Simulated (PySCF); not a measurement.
## Ionisation energy of F⁺ by level of theory

F⁺ [He] 2s2 2p4 (3P) → F²⁺ [He] 2s2 2p3 (4S), as a difference of total energies. Calculation: PySCF 2.14, in aug-cc-pVDZ-DK (4s3p2d, 23 functions); the spin-free X2C one-electron Hamiltonian (Gaussian nucleus). Correlated levels: valence: 1s2 frozen. The calculations carry no spin-orbit coupling.

Question: Order these methods by the ionisation energy they give, lowest first.
A. B3LYP
B. MP2 (valence)
C. r2SCAN
D. TPSS

Answer: B (34.230 eV), C (35.088 eV), D (35.437 eV), A (35.565 eV).

A first-order spin-orbit estimate (lowest level to lowest level, LS coupling) adds 0.019 eV.

Errors of the correlated levels include the incompleteness of this basis and the frozen core.

For comparison: 34.971 eV (measured; NIST Atomic Spectra Database, ionization energies).
